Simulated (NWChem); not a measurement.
System: C2H2BF; SMILES C#CBF

The following NWChem deck was run.

```
start job
memory heap 200 mb stack 900 mb global 1100 mb
geometry units angstroms
  B     -0.748126    -0.319940    -0.177957
  C      0.688167     0.029748    -0.500924
  C      1.831061     0.305015    -0.763961
  H      2.828880     0.544208    -0.996935
  F     -1.239406    -0.012786     1.003560
  H     -1.462698    -0.860649    -0.937692
end
basis spherical
  * library def2-svp
end
dft
  xc pbe0
  iterations 150
end
driver
  maxiter 120
end
task dft optimize
task dft freq
```

Parts of the log:

```
             Northwest Computational Chemistry Package (NWChem) 7.3.0
             --------------------------------------------------------

 CS  symmetry detected

                             Geometry "geometry" -> ""
                             -------------------------

 Output coordinates in angstroms (scale by  1.889725989 to convert to a.u.)

  No.       Tag          Charge          X              Y              Z
 ---- ---------------- ---------- -------------- -------------- --------------
    1 B                    5.0000    -0.54754192    -0.68282635     0.00000000
    2 C                    6.0000    -0.11778845     0.76797992     0.00000000
    3 C                    6.0000     0.21792705     1.92489915     0.00000000
    4 H                    1.0000     0.50781793     2.93638132     0.00000000
    5 F                    9.0000     0.36695681    -1.62906845     0.00000000
    6 H                    1.0000    -1.67355122    -1.01790790     0.00000000

 Effective nuclear repulsion energy (a.u.)      82.9834744183

      Symmetry information
      --------------------

 Group name             Cs
 Group number              2
 Group order               2
 No. of unique centers     6

                                Z-matrix (autoz)
                                --------

 Units are Angstrom for bonds and degrees for angles

      Type          Name      I     J     K     L     M      Value
      ----------- --------  ----- ----- ----- ----- ----- ----------
    1 Stretch                  1     2                       1.51312
    2 Stretch                  1     5                       1.31593
    3 Stretch                  1     6                       1.17481
    4 Stretch                  2     3                       1.20464
    5 Stretch                  3     4                       1.05220
    6 Bend                     2     1     5               119.47716
    7 Bend                     2     1     6               123.07231
    8 Bend                     3     1     5               119.61833
    9 Bend                     3     1     6               122.93114
   10 Bend                     4     1     5               119.72068
   11 Bend                     4     1     6               122.82879
   12 Bend                     5     1     6               117.45053
   13 Torsion                  2     1     5     6         180.00000
   14 Torsion                  2     1     6     5         180.00000
   15 Torsion                  1     5     3     4         180.00000
   16 Torsion                  1     6     3     4         180.00000
   17 Torsion                  1     5     2     3         180.00000
   18 Torsion                  1     6     2     3         180.00000

                           NWChem Geometry Optimization
                           ----------------------------

 maximum gradient threshold         (gmax) =   0.000450
 rms gradient threshold             (grms) =   0.000300
 maximum cartesian step threshold   (xmax) =   0.001800
 rms cartesian step threshold       (xrms) =   0.001200
 fixed trust radius                (trust) =   0.300000
 source of zmatrix                         =   autoz

          -------------------
          Energy Minimization
          -------------------

 Using diagonal initial Hessian
 Scaling for Hessian diagonals: bonds = 1.00  angles = 0.25  torsions = 0.10

          --------
          Step   0

                                 NWChem DFT Module
                                 -----------------

 Summary of "ao basis" -> "ao basis" (spherical)
 ------------------------------------------------------------------------------
       Tag                 Description            Shells   Functions and Types
 ---------------- ------------------------------  ------  ---------------------
 B                          def2-svp                 6       14   3s2p1d
 C                          def2-svp                 6       14   3s2p1d
 H                          def2-svp                 3        5   2s1p
 F                          def2-svp                 6       14   3s2p1d

      Symmetry analysis of basis
      --------------------------

        a'         48
        a"         18

[...]

      ----------------------
      Optimization converged
      ----------------------

  Step       Energy      Delta E   Gmax     Grms     Xrms     Xmax
  ---- ---------------- -------- -------- -------- -------- --------
@    8    -201.70744455 -6.4D-09  0.00003  0.00001  0.00041  0.00102
                                     ok       ok       ok       ok

                                Z-matrix (autoz)
                                --------

 Units are Angstrom for bonds and degrees for angles

      Type          Name      I     J     K     L     M      Value     Gradient
      ----------- --------  ----- ----- ----- ----- ----- ---------- ----------
    1 Stretch                  1     2                       1.52661   -0.00002
    2 Stretch                  1     5                       1.32075    0.00003
    3 Stretch                  1     6                       1.20740   -0.00002
    4 Stretch                  2     3                       1.21757    0.00001
    5 Stretch                  3     4                       1.07616    0.00002
    6 Bend                     2     1     5               119.80053   -0.00002
    7 Bend                     2     1     6               122.12139    0.00000
    8 Bend                     3     1     5               120.87594   -0.00000
    9 Bend                     3     1     6               121.04597   -0.00001
   10 Bend                     4     1     5               121.14703   -0.00001
   11 Bend                     4     1     6               120.77488   -0.00001
   12 Bend                     5     1     6               118.07809    0.00001
   13 Torsion                  2     1     5     6         180.00000    0.00000
   14 Torsion                  2     1     6     5         180.00000    0.00000
   15 Torsion                  1     5     3     4         180.00000    0.00000
   16 Torsion                  1     6     3     4         180.00000    0.00000
   17 Torsion                  1     5     2     3         180.00000    0.00000
   18 Torsion                  1     6     2     3         180.00000    0.00000

                         Geometry "geometry" -> "geometry"
                         ---------------------------------

 Output coordinates in angstroms (scale by  1.889725989 to convert to a.u.)

  No.       Tag          Charge          X              Y              Z
 ---- ---------------- ---------- -------------- -------------- --------------
    1 B                    5.0000    -0.53667650    -0.69953773     0.00000000
    2 C                    6.0000    -0.08906666     0.75997892     0.00000000
    3 C                    6.0000     0.21838245     1.93809491     0.00000000
    4 H                    1.0000     0.49713607     2.97752767     0.00000000
    5 F                    9.0000     0.36658857    -1.66311595     0.00000000
    6 H                    1.0000    -1.70254373    -1.01349014     0.00000000

 Effective nuclear repulsion energy (a.u.)      82.1622962231

[...]

 Rotational Constants
 --------------------
 A=   1.769463 cm-1  (  2.545805 K)
 B=   0.141097 cm-1  (  0.203003 K)
 C=   0.130677 cm-1  (  0.188011 K)

 Temperature                      =   298.15K
 frequency scaling parameter      =   1.0000

 Zero-Point correction to Energy  =   21.562 kcal/mol  (  0.034361 au)
 Thermal correction to Energy     =   24.316 kcal/mol  (  0.038750 au)
 Thermal correction to Enthalpy   =   24.908 kcal/mol  (  0.039694 au)

 Total Entropy                    =   66.586 cal/mol-K
   - Translational                =   37.974 cal/mol-K (mol. weight =  56.0234)
   - Rotational                   =   23.408 cal/mol-K (symmetry #  =        1)
   - Vibrational                  =    5.205 cal/mol-K

 Cv (constant volume heat capacity) =   13.592 cal/mol-K
   - Translational                  =    2.979 cal/mol-K
   - Rotational                     =    2.979 cal/mol-K
   - Vibrational                    =    7.633 cal/mol-K

[normal modes left out]

 ----------------------------------------------------------------------------
 Normal Eigenvalue ||           Projected Infra Red Intensities
  Mode   [cm**-1]  || [atomic units] [(debye/angs)**2] [(KM/mol)] [arbitrary]
 ------ ---------- || -------------- ----------------- ---------- -----------
    1       -0.000 ||    0.000000           0.000         0.000       0.000
    2       -0.000 ||    0.000346           0.008         0.338       0.066
    3       -0.000 ||    0.000054           0.001         0.053       0.010
    4       -0.000 ||    0.000617           0.014         0.602       0.117
    5        0.000 ||    0.000337           0.008         0.329       0.064
    6        0.000 ||    0.000457           0.011         0.446       0.087
    7      202.176 ||    0.001995           0.046         1.945       0.378
    8      263.606 ||    0.005232           0.121         5.100       0.991
    9      531.023 ||    0.015446           0.356        15.057       2.926
   10      713.325 ||    0.041086           0.948        40.052       7.783
   11      791.480 ||    0.027507           0.635        26.816       5.211
   12      893.945 ||    0.068523           1.581        66.800      12.981
   13      894.380 ||    0.054400           1.255        53.032      10.305
   14     1114.876 ||    0.042906           0.990        41.827       8.128
   15     1364.203 ||    0.378766           8.738       369.240      71.751
   16     2193.009 ||    0.118749           2.740       115.762      22.495
   17     2653.612 ||    0.150665           3.476       146.876      28.541
   18     3474.509 ||    0.043117           0.995        42.033       8.168
 ----------------------------------------------------------------------------
```

Level: PBE0/def2-SVP.
